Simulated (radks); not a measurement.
Numerical settings for the potassium ion K5+, [Ne] 3s2 3p2. All-electron calculation, scalar-relativistic Kohn-Sham, r2SCAN, spin-polarised, spherical densities, finite nucleus; open shells are filled with parallel spins first; meta-GGA in the generalised Kohn-Sham scheme; Fermi nuclear charge, rms radius 3.4349 fm. Program: a radial shooting solver on a logarithmic mesh with Libxc functionals. The defaults (mesh step 0.008 in ln r, mesh end at 40 bohr or more with all orbitals vanishing there, Anderson mixing 0.5 over 9 steps, residual threshold near 1e-9 with the energy settled to 1e-9 hartree or 1e-11 of itself, here a cap of 60 iterations) give E = -594.002 hartree and 3p at -91.226 eV in 13 iterations. Run on one thread of a shared host, so times are rough (Arm Neoverse V2): 0.09 s of CPU time, 0.09 s wall, 13 iterations on 2189 mesh points. Changes against that run (0 stands for a change within the tolerance of the run):

setting                     iterations  converged  E (mhartree)  e(3p) (meV)  CPU (s)
mesh step in ln r 0.003             41        yes             0            0     0.61
mesh step in ln r 0.05              10        yes        -0.767      -0.0316     0.02
mesh step in ln r 0.08              60         no     -2.88e+04            -     0.18
mesh end (bohr) 400                 13        yes             0            0      0.1
mesh end (bohr) 20                  13        yes             0            0     0.09
residual threshold 0.01             10        yes             0      -0.0174     0.08
residual threshold 1e-05            11        yes             0      -0.0144     0.08
mixing 1                            16        yes             0            0     0.11
linear mixing, mixing 0.05          60         no         +1.92    -1.06e+03     0.41
linear mixing, mixing 1             60         no         +11.4     -1.6e+03     0.47
mixing history 3                    17        yes             0     -0.00424     0.11
iteration cap 3                      3         no         +4.64         -962     0.03

No run marked as converged misses the energy by more than 1 mhartree. A mesh that ends early acts as a hard wall.
